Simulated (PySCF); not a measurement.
C₆H₇, doublet, at a GFN2-xTB geometry; DF-B3LYP/6-31G* in PySCF.

The PySCF input:
```python
from pyscf import gto, scf, dft

mol = gto.M(
    atom='''
C     0.597379   -1.243900    0.411874
C    -0.709213   -1.221095    0.371450
C    -1.346920   -0.030527   -0.344017
C    -0.531027    1.228578   -0.038941
C     0.944464    1.001065   -0.208841
C     1.474664   -0.216262   -0.023431
H    -1.355708   -1.987962    0.764341
H    -1.351554   -0.225074   -1.421828
H    -2.378343    0.092600   -0.012980
H    -0.857947    2.043664   -0.687528
H    -0.715542    1.538657    0.998032
H     1.558617    1.848977   -0.475557
H     2.524395   -0.418015   -0.173039
''',
    basis='6-31g*',
    charge=0,
    spin=1,
    verbose=4,
)

mf = dft.UKS(mol)
mf.xc = 'b3lyp'
mf.conv_tol_grad = 1e-7
mf = mf.density_fit(auxbasis='def2-universal-jkfit')
mf.kernel()
mf.analyze()
```

It wrote (shortened):

```
PySCF version 2.14.0

[INPUT] verbose = 4
[INPUT] num. atoms = 13
[INPUT] num. electrons = 43
[INPUT] charge = 0
[INPUT] spin (= nelec alpha-beta = 2S) = 1
[INPUT] symmetry False subgroup None
[INPUT] Mole.unit = angstrom
[INPUT] Symbol           X                Y                Z      unit          X                Y                Z       unit  Magmom
[...]
nuclear repulsion = 211.460296481695
number of shells = 50
number of NR pGTOs = 190
number of NR cGTOs = 98
basis = 6-31g*
ecp = {}

******** <class 'pyscf.df.df_jk.DFUKS'> ********
method = DFUKS
initial guess = minao
damping factor = 0
level_shift factor = 0
DIIS = <class 'pyscf.scf.diis.CDIIS'>
diis_start_cycle = 1
diis_space = 8
diis_damp = 0
SCF conv_tol = 1e-09
SCF conv_tol_grad = 1e-07
SCF max_cycles = 50
direct_scf = False
number electrons alpha = 22  beta = 21
XC library pyscf.dft.libxc version 7.1.2
    S. Lehtola, C. Steigemann, M. J. T. Oliveira, and M. A. L. Marques,  SoftwareX 7, 1–5 (2018)
XC functionals = b3lyp
    P. J. Stephens, F. J. Devlin, C. F. Chabalowski, and M. J. Frisch,  J. Phys. Chem. 98, 11623 (1994)
radial grids:
    Treutler-Ahlrichs [JCP 102, 346 (1995); DOI:10.1063/1.469408] (M4) radial grids

becke partition: Becke, JCP 88, 2547 (1988); DOI:10.1063/1.454033
pruning grids: <function nwchem_prune>
grids dens level: 3
symmetrized grids: False
atomic radii adjust function: <function treutler_atomic_radii_adjust>
small_rho_cutoff = 0
tot grids = 153368
******** <class 'pyscf.df.df.DF'> ********
auxbasis = def2-universal-jkfit
init E= -233.519766746939

cycle= 1 E= -232.678477753514  delta_E= 0.841  |g|= 0.277  |ddm|= 2.47
cycle= 2 E= -232.677853929419  delta_E= 0.000624  |g|= 0.297  |ddm|= 0.696
cycle= 3 E= -232.72588475801  delta_E= -0.048  |g|= 0.0387  |ddm|= 0.386
cycle= 4 E= -232.726394683708  delta_E= -0.00051  |g|= 0.029  |ddm|= 0.0672
cycle= 5 E= -232.726898958626  delta_E= -0.000504  |g|= 0.00896  |ddm|= 0.0376
cycle= 6 E= -232.726987256446  delta_E= -8.83e-05  |g|= 0.00343  |ddm|= 0.0158
cycle= 7 E= -232.727013918718  delta_E= -2.67e-05  |g|= 0.00213  |ddm|= 0.0093
cycle= 8 E= -232.727032608622  delta_E= -1.87e-05  |g|= 0.000791  |ddm|= 0.0107
cycle= 9 E= -232.727036982926  delta_E= -4.37e-06  |g|= 0.000413  |ddm|= 0.00627
cycle= 10 E= -232.727037459925  delta_E= -4.77e-07  |g|= 0.000252  |ddm|= 0.00148
cycle= 11 E= -232.727037719701  delta_E= -2.6e-07  |g|= 0.000146  |ddm|= 0.00128
cycle= 12 E= -232.727037778955  delta_E= -5.93e-08  |g|= 0.000138  |ddm|= 0.000614
cycle= 13 E= -232.727037811492  delta_E= -3.25e-08  |g|= 4.29e-05  |ddm|= 0.000487
cycle= 14 E= -232.727037814488  delta_E= -3e-09  |g|= 2.84e-05  |ddm|= 0.000173
cycle= 15 E= -232.727037814915  delta_E= -4.27e-10  |g|= 1.24e-05  |ddm|= 4.05e-05
cycle= 16 E= -232.727037815039  delta_E= -1.24e-10  |g|= 5.41e-06  |ddm|= 2.21e-05
cycle= 17 E= -232.727037815063  delta_E= -2.39e-11  |g|= 1.93e-06  |ddm|= 9.47e-06
cycle= 18 E= -232.727037815077  delta_E= -1.34e-11  |g|= 1.13e-06  |ddm|= 7.09e-06
cycle= 19 E= -232.727037815079  delta_E= -2.1e-12  |g|= 8.15e-07  |ddm|= 3.62e-06
cycle= 20 E= -232.72703781508  delta_E= -1.42e-12  |g|= 5.03e-07  |ddm|= 2.65e-06
cycle= 21 E= -232.727037815081  delta_E= -6.25e-13  |g|= 3.98e-07  |ddm|= 2.15e-06
cycle= 22 E= -232.727037815082  delta_E= -1.08e-12  |g|= 2.44e-07  |ddm|= 9.86e-07
cycle= 23 E= -232.727037815082  delta_E= 2.84e-13  |g|= 1.44e-07  |ddm|= 1.21e-06
cycle= 24 E= -232.727037815082  delta_E= -3.98e-13  |g|= 1.24e-07  |ddm|= 8.21e-07
cycle= 25 E= -232.727037815083  delta_E= -5.12e-13  |g|= 6.5e-08  |ddm|= 3.29e-07
Extra cycle  E= -232.727037815082  delta_E= 2.27e-13  |g|= 9.75e-08  |ddm|= 1.91e-07
converged SCF energy = -232.727037815082  <S^2> = 0.76611787  2S+1 = 2.0160534
**** SCF Summaries ****
Total Energy =                        -232.727037815082326
Nuclear Repulsion Energy =             211.460296481695138
One-electron Energy =                 -730.805261167456706
Two-electron Energy =                  286.617926870679241
[...]
spin_pop of  2 C 2s        0.00991
spin_pop of  2 C 3s        0.00004
spin_pop of  2 C 2px       0.00890
spin_pop of  2 C 2py       0.04364
spin_pop of  2 C 2pz       0.01512
spin_pop of  2 C 3px       0.00003
spin_pop of  2 C 3py       0.00006
spin_pop of  2 C 3pz       0.00001
spin_pop of  2 C 3dxy     -0.00001
spin_pop of  2 C 3dyz      0.00003
spin_pop of  2 C 3dz^2    -0.00008
spin_pop of  2 C 3dxz     -0.00001
spin_pop of  2 C 3dx2-y2    0.00002
spin_pop of  3 C 1s        0.00000
spin_pop of  3 C 2s       -0.00145
spin_pop of  3 C 3s        0.00002
spin_pop of  3 C 2px      -0.00387
spin_pop of  3 C 2py      -0.00255
spin_pop of  3 C 2pz      -0.00125
spin_pop of  3 C 3px       0.00001
spin_pop of  3 C 3py       0.00000
spin_pop of  3 C 3pz       0.00003
spin_pop of  3 C 3dxy     -0.00000
spin_pop of  3 C 3dyz      0.00000
spin_pop of  3 C 3dz^2     0.00000
spin_pop of  3 C 3dxz      0.00007
spin_pop of  3 C 3dx2-y2    0.00000
spin_pop of  4 C 1s       -0.00000
spin_pop of  4 C 2s        0.00918
spin_pop of  4 C 3s       -0.00001
spin_pop of  4 C 2px       0.00469
spin_pop of  4 C 2py       0.02679
spin_pop of  4 C 2pz       0.07565
spin_pop of  4 C 3px      -0.00002
spin_pop of  4 C 3py       0.00009
spin_pop of  4 C 3pz       0.00041
spin_pop of  4 C 3dxy      0.00011
spin_pop of  4 C 3dyz     -0.00002
spin_pop of  4 C 3dz^2    -0.00006
spin_pop of  4 C 3dxz      0.00000
spin_pop of  4 C 3dx2-y2   -0.00001
spin_pop of  5 C 1s        0.00000
spin_pop of  5 C 2s       -0.00472
spin_pop of  5 C 3s        0.00026
spin_pop of  5 C 2px      -0.00672
spin_pop of  5 C 2py      -0.00193
spin_pop of  5 C 2pz      -0.04464
spin_pop of  5 C 3px       0.00015
spin_pop of  5 C 3py       0.00128
spin_pop of  5 C 3pz       0.00000
spin_pop of  5 C 3dxy      0.00011
spin_pop of  5 C 3dyz      0.00014
spin_pop of  5 C 3dz^2     0.00012
spin_pop of  5 C 3dxz      0.00003
spin_pop of  5 C 3dx2-y2    0.00030
spin_pop of  6 H 1s        0.02681
spin_pop of  6 H 2s        0.00013
spin_pop of  7 H 1s       -0.00666
spin_pop of  7 H 2s       -0.00001
spin_pop of  8 H 1s        0.00179
spin_pop of  8 H 2s        0.00006
spin_pop of  9 H 1s        0.00009
spin_pop of  9 H 2s       -0.00001
spin_pop of  10 H 1s        0.00392
spin_pop of  10 H 2s       -0.00000
spin_pop of  11 H 1s        0.00392
spin_pop of  11 H 2s        0.00010
spin_pop of  12 H 1s        0.01199
spin_pop of  12 H 2s        0.00014
 ** Mulliken Spin Density (per atom)  **
spin density of  0 C =      0.95656
spin density of  1 C =     -0.12869
spin density of  2 C =      0.07766
spin density of  3 C =     -0.00899
spin density of  4 C =      0.11679
spin density of  5 C =     -0.05561
spin density of  6 H =      0.02694
spin density of  7 H =     -0.00667
spin density of  8 H =      0.00185
spin density of  9 H =      0.00008
spin density of  10 H =      0.00392
spin density of  11 H =      0.00403
spin density of  12 H =      0.01213
 ** Mulliken pop alpha/beta on meta-lowdin orthogonal AOs **
 ** Mulliken pop       alpha | beta **
In total            22.00000 | 21.00000
 ** Mulliken atomic charges   ( Nelec_alpha | Nelec_beta ) **
charge of  0C =     -0.03822  (     3.49739      2.54083 )
charge of  1C =     -0.14289  (     3.00710      3.13579 )
charge of  2C =     -0.16480  (     3.12123      3.04357 )
charge of  3C =     -0.17550  (     3.08326      3.09224 )
charge of  4C =     -0.09013  (     3.10346      2.98667 )
charge of  5C =     -0.12868  (     3.03654      3.09214 )
charge of  6H =      0.11463  (     0.45615      0.42921 )
charge of  7H =      0.09925  (     0.44704      0.45371 )
charge of  8H =      0.10072  (     0.45056      0.44871 )
charge of  9H =      0.10223  (     0.44892      0.44885 )
charge of  10H =      0.10168  (     0.45112      0.44720 )
charge of  11H =      0.10649  (     0.44877      0.44474 )
charge of  12H =      0.11522  (     0.44845      0.43632 )
Dipole moment(X, Y, Z, Debye): -0.50987,  1.03543, -0.36721
```
